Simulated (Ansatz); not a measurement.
Consider the redistribution: `[SeH][SiH]1BC1` + `[OH][GeH3]` → `B1C[SiH2]1` + `[OH][GeH2][SeH]`.

Isolated molecules relaxed with PBE0-D4/def2-TZVP in Ansatz; ΔE leaves out vibrations. CBS: MP2 limit from def2 TZ/QZ plus the TZ coupled-cluster correction, frozen cores. Functionals use def2-TZVPP. B3LYP here is the variant with VWN-RPA as its local correlation; programs differ in this. HSE06 is defined as in plane-wave codes. For Ge, Se outer-core shells are correlated without core-valence functions, which leaves a few kJ/mol of doubt a bond. Scalar relativity is left out up to krypton. Each species was taken in one conformer, which may not be the lowest.

```tsv
level	ΔE (kJ/mol)	difference from CCSD(T)/CBS
LDA (SPW92)	7.0	2.5
PBE-D4	6.2	1.7
revPBE-D4	6.5	2.0
BLYP-D4	3.6	-0.9
r2SCAN-D4	4.4	-0.1
B97M-V	6.6	2.1
PBE0-D4	4.1	-0.4
B3LYP-D4	2.3	-2.2
HSE06-D4	4.1	-0.4
BHLYP-D4	-0.7	-5.2
ωB97X-V	0.0	-4.5
ωB97M-V	2.2	-2.3
B2PLYP	2.6	-1.9
PBE-QIDH	3.4	-1.1
PBE	5.5	1.0
revPBE	5.3	0.8
BLYP	2.4	-2.1
r2SCAN	4.1	-0.4
PBE0	3.4	-1.1
B3LYP	1.2	-3.3
r2SCANh	3.5	-1.0
r2SCAN0	2.7	-1.8
HSE06	3.4	-1.1
BHLYP	-1.5	-6.0
CAM-B3LYP	0.4	-4.1
LC-ωPBE	2.2	-2.3
RPA@PBE/def2-TZVPP	3.7	-0.8
HF/def2-SVP	-7.2	-11.7
CCSD/def2-SVP	-1.0	-5.5
CCSD(T)/def2-SVP	0.9	-3.6
HF/def2-TZVPP	-7.0	-11.5
SCS-MP2/def2-TZVPP	3.7	-0.8
CCSD/def2-TZVPP	0.9	-3.6
CCSD(T)/def2-TZVPP	3.3	-1.2
HF/def2-QZVPP	-6.5	-11.0
MP2/def2-QZVPP	6.7	2.2
SCS-MP2/def2-QZVPP	4.7	0.2
HF/CBS(def2)	-6.4	-10.9
MP2/CBS(def2)	7.1	2.6
CCSD/CBS(def2)	2.2	-2.3
CCSD(T)/CBS	4.5	0
```

Largest T1 diagnostic among the species: 0.014.

In def2-TZVPP, CCSD(T) changes the Hartree–Fock value by +10.2 kJ/mol (the triples alone add +2.3 kJ/mol) and MP2 by +12.8 kJ/mol. At CCSD(T), def2-SVP lies −3.6 kJ/mol from the extrapolated value and def2-TZVPP −1.2 kJ/mol. From BLYP to BHLYP (50 % exact exchange), in def2-TZVPP and without D4, ΔE moves by −4.0 kJ/mol.
